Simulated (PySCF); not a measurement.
Si2H5NOF2

The system: Si2H5NOF2, a small molecule; neutral, singlet. The structure, one conformer, was relaxed in the gas phase by PBE0-D3(BJ)/def2-SVP. No frequency run checks that it is a minimum.

SMILES: O[Si](F)(F)N[SiH3]

Coordinates in Å:
```
Si1     1.149    0.176    0.387
N2     -0.232   -0.442   -0.377
Si3    -1.914    0.035   -0.265
O4      2.434   -0.672   -0.157
F5      1.042    0.102    1.992
F6      1.337    1.754    0.119
H7     -0.032   -1.209   -1.013
H8     -2.681   -0.913   -1.124
H9     -2.405   -0.046    1.142
H10    -2.127    1.432   -0.749
H11     3.305   -0.457    0.186
```

Shieldings: GIAO PBE0/pcSseg-2. Shifts are against computed references at the same level: H TMS (σ 31.24 ppm), Si TMS (σ 341.3 ppm). Core levels by delta-SCF with SCAN, pcX-2 on the ionised atom and pcseg-1 elsewhere, spin-free X2C (2p3/2 is the spin-free 2p value less a third of a first-order spin-orbit splitting); from the vacuum level, for chosen atoms.

Question: Give the shieldings and core levels atom by atom.

Answer: 
```json
{"atoms": "Si1", "bonded to": "2 F + 1 N + 1 O", "σ (ppm)": "411.0", "δ (ppm)": "-69.7", "core level (eV)": "2p3/2 109.47"}
{"atoms": "N2", "bonded to": "2 Si + 1 H", "σ (ppm)": "252.6", "δ (ppm)": "-", "core level (eV)": "1s 405.01"}
{"atoms": "Si3", "bonded to": "1 N + 3 H", "σ (ppm)": "395.0", "δ (ppm)": "-53.7", "core level (eV)": "-"}
{"atoms": "O4", "bonded to": "1 Si + 1 H", "σ (ppm)": "285.5", "δ (ppm)": "-", "core level (eV)": "1s 539.60"}
{"atoms": "F5", "bonded to": "1 Si", "σ (ppm)": "322.9", "δ (ppm)": "-", "core level (eV)": "1s 692.76"}
{"atoms": "F6", "bonded to": "1 Si", "σ (ppm)": "322.6", "δ (ppm)": "-", "core level (eV)": "1s 692.77"}
{"atoms": "H7", "bonded to": "1 N", "σ (ppm)": "30.26", "δ (ppm)": "0.99", "core level (eV)": "-"}
{"atoms": "H8 H9 H10", "bonded to": "1 Si", "σ (ppm)": "26.48", "δ (ppm)": "4.77", "core level (eV)": "-"}
{"atoms": "H11", "bonded to": "1 O", "σ (ppm)": "29.27", "δ (ppm)": "1.97", "core level (eV)": "-"}
```

Values are those of this one static structure, with the three H of a rotating XH3 group averaged; atoms that internal rotation interchanges would show their mean in an NMR spectrum.

Question: By CAM-B3LYP/def2-SVPD (TDDFT singlets, Tamm-Dancoff triplets, ionisation by delta-SCF), where does absorption start, and what does vertical ionisation take?

Answer: The lowest singlet lies at 6.78 eV (f 0.007), the strongest of the first 6 at 8.60 eV (f 0.064), the lowest triplet at 6.43 eV; vertical ionisation takes 10.52 eV.

The 3 runs behind this took 3.1 min in all, one thread each of Arm Neoverse N1 on a shared host, launched as `OMP_NUM_THREADS=1 python cluster_run.py task.json out`.
